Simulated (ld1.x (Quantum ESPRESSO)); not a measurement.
What one change does to a pseudopotential (Mo, TM)

* Element: molybdenum
* Generator: ld1.x (Quantum ESPRESSO) 7.5
* Type: norm-conserving Troullier–Martins (Kleinman–Bylander form)
* Functional: revPBE
* Relativity: scalar-relativistic
* Frozen core: [Kr]
* Valence charge: 6
* Reference configuration: 4d5.5 5s0.5 5p0
* Partial waves: 5s (bound): rc 2.60 bohr; 5p (bound, empty): rc 4.20 bohr; 4d (bound): rc 1.60 bohr
* Local potential: all-electron potential smoothed inside 1.30 bohr (lloc = -1)
* Core correction: none

Change: local potential all-electron potential smoothed inside 1.70 bohr (lloc = -2).

Cutoffs: the cutoffs (Ry, on a coarse ladder) from which the occupation-weighted sum of valence levels, in a spherical-Bessel basis at the reference potential, stays within 10 and 1 mRy of its value at 400 Ry; they do not see the model core or the augmentation charge, which bear on the density cutoff. Errors are all-electron minus pseudo energies relative to the spin-unpolarised reference configuration.

Task: What does the change do?

Result: The potential gets neither clearly harder nor softer (40 Ry and 50 Ry → 45 Ry and 50 Ry); the bound ghosts move from p, s to s; of the 6 tests that both files solve, the error grows in 3 and shrinks in 0 by more than 15 % and 0.3 meV (median size 25.2 → 22.6 meV); the range in which the s phases agree widens (upper end 0.6 → 3.3). In the separable form a ghost depends on how the local part lies against the semilocal potential of the channel, so the choice of the local part can create or remove one.

| quantity | base | changed |
| --- | --- | --- |
| cutoff, loose | 40 Ry | 45 Ry |
| cutoff, tight | 50 Ry | 50 Ry |
| bound ghosts | s, p | s |
| tests counted (converged, no solver errors) | 6 of 7 | 6 of 7 |
| error for 4d5 5s1 5p0, meV [ΔE -0.26 eV] | -5.6 | -7.4 |
| error for 4d5 5s0 5p0, meV [ΔE 6.51 eV] | +18 | +18 |
| error for 4d4 5s0 5p0, meV [ΔE 21.88 eV] | +32 | +28 |
| error for 4d5 5s0.5 5p0, meV [ΔE 2.41 eV] | +0.4 | -1.6 |
| error for 4d4 5s2 5p0, meV [ΔE -0.04 eV] | -66 | -106 |
| error for 4d2 5s0 5p0, meV [ΔE 87.99 eV] | -303 | -339 |
| s: phases at 4.57 bohr within 0.05 rad from the reference energy up to (Ry; the scan ends near 5) | 0.6 | 3.3 |
| p: phases at 4.57 bohr within 0.05 rad from the reference energy up to (Ry; the scan ends near 5) | 1.0 | 0.5 |
| d: phases at 4.57 bohr within 0.05 rad from the reference energy up to (Ry; the scan ends near 5) | 2.6 | 2.6 |

Base: Tests not counted: 4d4 5s1 5p1 (solver errors, printed error -10.3 eV). Changed file: Tests not counted: 4d4 5s1 5p1 (solver errors, printed error -11.0 eV). These tests converged, but a pseudo level misses the all-electron one widely, so the file describes the atom poorly there or has found another state: 4d4 5s0 5p0: empty 5s by 2.5 eV (a node warning on the way). A true bound ghost makes a file unfit for plane-wave use even where its test errors are small: the radial tests pick states by their node count and pass the ghost by. Where a test does run into it, the solver fails or the error is huge.
